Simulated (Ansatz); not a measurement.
| atom | x (Å) | y (Å) | z (Å) |
| --- | --- | --- | --- |
| C | 0.0000 | 0.0040 | -0.6683 |
| C | 0.0000 | -0.0040 | 0.6683 |
| C | 0.0000 | 1.2255 | -1.5272 |
| C | 0.0000 | -1.2255 | 1.5272 |
| H | 0.0000 | -0.9611 | -1.1939 |
| H | 0.0000 | 0.9611 | 1.1939 |
| H | 0.0000 | 2.1461 | -0.9244 |
| H | 0.8831 | 1.2515 | -2.1881 |
| H | -0.8831 | 1.2515 | -2.1881 |
| H | 0.0000 | -2.1461 | 0.9244 |
| H | 0.8831 | -1.2515 | 2.1881 |
| H | -0.8831 | -1.2515 | 2.1881 |

Basis set: 6-31G* (spherical functions). Frozen core: 4 orbitals. Charge 0, multiplicity 1.

Computed with Ansatz (development build ahead of 0.2.0); each method stands on the lowest determinant of its kind that the runs found. Restricted open shells among the atoms or ions are ROHF, correlated in semicanonical orbitals with singles.

The atomization energy at this shape (free ground-state atoms in the same class of orbitals less the molecule, no zero-point energy) of singlet C₄H₈:

```tsv
method	atomization energy
RHF	38.49 eV
```

**Question.** What does RHF-MP2 give?

**Answer.** 46.51 eV.
